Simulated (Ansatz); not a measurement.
Worked example: a bond strength in CH4BFOSi (SMILES O=CB[SiH2]F)

CH4BFOSi has 9 atoms, charge 0, and is taken as a singlet. SMILES: `O=CB[SiH2]F`. Geometry: optimised at r2SCAN/def2-SVP. This is one conformer, not always the lowest.

```xyz
9

O    -0.8102    0.7691    1.7221
C    -0.1446    1.4274    0.9192
B     0.6515    0.1958    0.4816
Si   -0.0657   -1.0093   -0.9472
F    -1.3553   -0.3054   -1.6703
H    -0.2889    2.5208    0.7751
H     1.6470   -0.0757    1.1101
H     0.9738   -1.2418   -1.9969
H    -0.5193   -2.3270   -0.4110
```

Wanted: the dissociation energy of the C2–O1 bond into singlet CH4BFSi and triplet O (shapes relaxed at r2SCAN/def2-SVP, no zero-point term). 1 Eh = 2625.50 kJ/mol = 27.2114 eV. Totals in Eh; open shells run unrestricted unless said.

```tsv
level	program	CH4BFOSi	singlet CH4BFSi	triplet O
PBE/def2-SVP	Ansatz	-529.225634	-454.126008	-74.914670
B3LYP/def2-SVP	Ansatz	-529.667018	-454.501828	-75.000759
wB97M-V/def2-SVP	Ansatz	-529.535406	-454.390998	-74.980200
```

**Question.** Work out the dissociation energy at each level.

**Answer.** 
1. PBE/def2-SVP: (-454.126008) + (-74.914670) − (-529.225634) = 0.184956 Eh = 485.6 kJ/mol = 5.03 eV.
2. B3LYP/def2-SVP: (-454.501828) + (-75.000759) − (-529.667018) = 0.164431 Eh = 431.7 kJ/mol = 4.47 eV.
3. wB97M-V/def2-SVP: (-454.390998) + (-74.980200) − (-529.535406) = 0.164208 Eh = 431.1 kJ/mol = 4.47 eV.

The levels span 431 to 486 kJ/mol; no measured value is set beside them. A fragment with an even electron count was run as a singlet and may have a lower triplet. A bond enthalpy at 298 K also holds the loss of zero-point energy and thermal terms.
